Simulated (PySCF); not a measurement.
Dissociation curve of CuH, singlet.

Method: CCSD(T) on UHF/def2-SVP, 5 core orbitals frozen run with PySCF 2.14.0.

Problem. Relative to R = 1.49 Å, what are the energies at R = 1.19, 1.34, 2.70, 4.44 Å?

Solution. 27.6 mEh at 1.19 Å, 4.8 mEh at 1.34 Å, 71.8 mEh at 2.70 Å, 93.3 mEh at 4.44 Å.

The unrestricted determinant behind UCCSD(T) is spin-contaminated at 1.98 to 5.90 Å (<S²> up to 1.0, against 0.00 for a pure singlet).
